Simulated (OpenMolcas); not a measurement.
## Ni²⁺: effect of the basis set

```json
{"Program": "OpenMolcas", "Method": "SS-CASPT2, IPEA 0.25 Eh, imaginary shift 0.1 Eh (closed shells correlated: 3s 3p)", "Active space": "8 electrons in 5 orbitals (3d)", "State averaging": "2S+1 = 3 even, 10 roots; 2S+1 = 1 even, 15 roots", "Spin-orbit coupling": "RASSI with atomic mean-field integrals over the reference wave functions, term energies averaged over their components"}
```

A. ANO-R1 [5s4p2d1f], X2C, finite nucleus; CASPT2 step of the order of 2.4 core-seconds
B. ANO-RCC-VTZP [6s5p3d2f1g], DKH2, point nucleus; CASPT2 step of the order of 2.6 core-seconds
C. ANO-L-VTZP [6s5p3d2f1g], non-relativistic, point nucleus; CASPT2 step of the order of 4 core-seconds
D. ANO-R2 [6s5p4d2f1g], X2C, finite nucleus; CASPT2 step of the order of 6 core-seconds
E. ANO-RCC-VQZP [7s6p4d3f2g1h], DKH2, point nucleus; CASPT2 step of the order of 9 core-seconds
F. ANO-R3 [7s5p5d3f2g1h], X2C, finite nucleus; CASPT2 step roughly 13 core-seconds

Energies in cm⁻¹ above 3d⁸ ³F₄, the measured ground level; measured values from Corliss and Sugar, J. Phys. Chem. Ref. Data 10, 197 (1981).

| Level | A | B | C | D | E | F | Measured |
| --- | --- | --- | --- | --- | --- | --- | --- |
| 3d⁸ ³F₄ | 0.0 | 0.0 | 0.0 | 0.0 | 0.0 | 0.0 | 0.0 |
| 3d⁸ ³F₃ | 1369 | 1346 | 1381 | 1361 | 1367 | 1361 | 1361 |
| 3d⁸ ³F₂ | 2290 | 2250 | 2300 | 2270 | 2280 | 2270 | 2270 |
| 3d⁸ ¹D₂ | 13780 | 13540 | 13530 | 13060 | 13260 | 13180 | 14032 |
| 3d⁸ ³P₂ | 18110 | 17170 | 17280 | 16660 | 16990 | 16920 | 16662 |
| 3d⁸ ³P₁ | 18550 | 17560 | 17680 | 17040 | 17390 | 17320 | 16978 |
| 3d⁸ ³P₀ | 18810 | 17820 | 17950 | 17300 | 17650 | 17580 | 17231 |
| 3d⁸ ¹G₄ | 24280 | 23560 | 23410 | 22680 | 22860 | 22900 | 23109 |
| 3d⁸ ¹S₀ | 54100 | 53260 | 53400 | 52480 | 52470 | 52350 | 52532 |

Deviations, from unrounded energies. A percentage is the sum of absolute deviations over the sum of measured energies, with the sign that they share, or ± where signs differ.

| Against measurement | Levels | A | B | C | D | E | F |
| --- | --- | --- | --- | --- | --- | --- | --- |
| mean absolute deviation (cm-1) | 8 | 950 | 420 | 470 | 200 | 280 | 270 |
| fine structure of the ground term (%) | 2 | +0.7 | -0.9 | +1.5 | ±0.0 | +0.5 | -0.0 |
| other terms of the ground configuration (%) | 6 | ±5.4 | ±2.4 | ±2.6 | ±1.1 | ±1.6 | ±1.6 |

D lies closest to measurement on these levels and A furthest from it. The largest miss of D in the table is 3d⁸ ¹D₂, by -970 cm-1. The ranking rests on the paired levels alone, and a cruder setting can come out closer through cancelling errors.

The two smallest mean deviations differ by little beside CASPT2's spread within terms, so their order carries little weight.

Among A to F the level of the table that moves most is 3d⁸ ¹S₀, by 1700 cm-1 (lowest in F, highest in A). Moves below CASPT2's spread within the term are not significant.

CASPT2 does not keep the components of a term degenerate, so their means are used; among the terms shown or strongly mixed into the levels shown the widest spread is 970 cm-1 (3d⁸ ³F, C). Some levels mix across a computed gap that differs much from the measured one, so their mixing is not that of the real levels. Computed and measured levels are paired by configuration, term and J; levels that our copy of the source lacks, or whose pairing is in doubt (as where it misses far off the trend of its configuration), stay unpaired and out of the deviations. Levels of configurations outside the active space are missing.
